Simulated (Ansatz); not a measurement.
**What each rung costs, and what it gives**

The pair of K⁺ (SMILES [K+], atom 1) and CH$_{3}$I (SMILES CI, atoms 2–6), both closed shells, in one local arrangement (a lower one may exist), relaxed at PBE0-D4/def2-TZVP:

K1  (-1.464, -0.490, -3.390)
C2  (0.518, 0.128, 0.747)
I3  (-1.490, -0.148, 0.063)
H4  (1.086, -0.753, 0.469)
H5  (0.903, 1.032, 0.286)
H6  (0.447, 0.231, 1.825)
(Å)

Interaction energies are counterpoise-corrected; the time is that of the whole pair.

Program: Ansatz 0.2.0. Basis: as named in each row. Cores are frozen in the correlated methods. Filled d shells of the heavier atoms are correlated. Core potentials replace the inner electrons of the atoms past krypton. The outer core shell of Li, Na, Mg and K is correlated. The def2 sets are not built for correlating such inner shells, so the correlated values are less sure here. B3LYP uses VWN-RPA correlation. Extrapolation: Hartree–Fock as exp(−7.88 √X), correlation as X^−2.97.

Times are rough, for one single point on 4 threads of a shared host (Arm Neoverse N1).

The estimate by CCSD(T) at an estimated basis limit (MP2 extrapolated from triple and quadruple zeta, plus CCSD(T) − MP2 in triple zeta) is -46.6 kJ/mol.

```tsv
method	basis	time (s)	interaction energy (kJ/mol)	method less estimate
SPW92	def2-SVP	under 1	-50.5	-4.0
PBE-D4	def2-SVP	1	-46.3	0.3
PBE0-D4	def2-SVP	2	-44.6	2.0
PBE-D4	def2-TZVPPD	2	-49.0	-2.4
revPBE-D4	def2-TZVPPD	2	-45.5	1.0
CCSD(T)	def2-SVP	3	-35.6	11.0
BLYP-D4	def2-TZVPPD	3	-47.3	-0.7
PBE0-D4	def2-TZVPPD	3	-47.9	-1.4
HSE06-D4	def2-TZVPPD	3	-48.1	-1.5
B3LYP-D4	def2-TZVPPD	3	-47.7	-1.1
r2SCAN-D4	def2-TZVPPD	5	-45.0	1.5
B2PLYP	def2-TZVPPD	6	-42.9	3.6
wB97M-V	def2-SVP	8	-44.0	2.6
wB97X-V	def2-TZVPPD	11	-45.8	0.8
MP2	def2-QZVPPD	12	-45.7	0.9
wB97M-V	def2-TZVPPD	12	-45.8	0.8
B97M-V	def2-TZVPPD	13	-45.3	1.3
CCSD(T)	def2-TZVPPD	71	-40.9	5.7
```

T1 diagnostic: at most 0.008.
